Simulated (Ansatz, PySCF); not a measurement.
B(CCH)(Me)(OH) (C₃H₅BO), SMILES C#CB(C)O. Atoms are numbered in the order given.

```xyz
10

B     -0.4472    -0.1007     0.0239
C      1.0312     0.3058    -0.1878
C      2.1944     0.6253    -0.3544
H      3.2231     0.9050    -0.4967
C     -0.9019    -0.8975     1.2932
H     -1.9802    -1.1103     1.2902
H     -0.6500    -0.3339     2.2071
H     -0.3482    -1.8484     1.3656
O     -1.3679     0.2420    -0.9118
H     -0.9822     0.7287    -1.6486
```

Geometry: PBE0-D3(BJ)/def2-SVP. The structure was generated by enumeration, and PubChem lists no compound with its InChIKey, so it may never have been made. The values are those of a single conformer.

Two levels are set side by side: PBE-D3(BJ)/def2-SVP (Ansatz, a first-principles code) and PBE0-D3(BJ)/def2-SVP (Ansatz). Each level has its own optimised geometry; the coordinates shown are those of the second. Frequencies come from the Hessian of PySCF at each geometry. Differences are taken from unrounded values.

```tsv
quantity	PBE0-D3(BJ)
mean bond length (Å)	1.226
bond B1–C2 (Å)	1.548
bond B1–C5 (Å)	1.566
bond B1–O9 (Å)	1.357
bond C2–C3 (Å)	1.218
bond C3–H4 (Å)	1.076
bond C5–H6 (Å)	1.099
bond C5–H7 (Å)	1.103
bond C5–H8 (Å)	1.103
bond O9–H10 (Å)	0.964
highest harmonic wavenumber (cm⁻¹)	3892
mean harmonic wavenumber (cm⁻¹)	1378
zero-point energy (kcal/mol)	47.29
```

Problem. What does PBE-D3(BJ) give, and how far is it from PBE0-D3(BJ)? (An estimate is asked for; the answer gives what the named calculation found.)

Solution. 
```
quantity                            PBE-D3(BJ)  PBE-D3(BJ) minus PBE0-D3(BJ)
----------------------------------  ----------  ----------------------------
mean bond length (Å)                     1.234                         0.008
bond B1–C2 (Å)                           1.547                        -0.001
bond B1–C5 (Å)                           1.573                         0.006
bond B1–O9 (Å)                           1.370                         0.013
bond C2–C3 (Å)                           1.230                         0.012
bond C3–H4 (Å)                           1.082                         0.007
bond C5–H6 (Å)                           1.107                         0.008
bond C5–H7 (Å)                           1.111                         0.008
bond C5–H8 (Å)                           1.111                         0.008
bond O9–H10 (Å)                          0.976                         0.012
highest harmonic wavenumber (cm⁻¹)        3714                          -178
mean harmonic wavenumber (cm⁻¹)           1332                           -46
zero-point energy (kcal/mol)             45.71                         -1.57
```

GGA bonds tend to be longer and softer than those of functionals with exact exchange. Differences between two approximate levels are no errors against the true value.
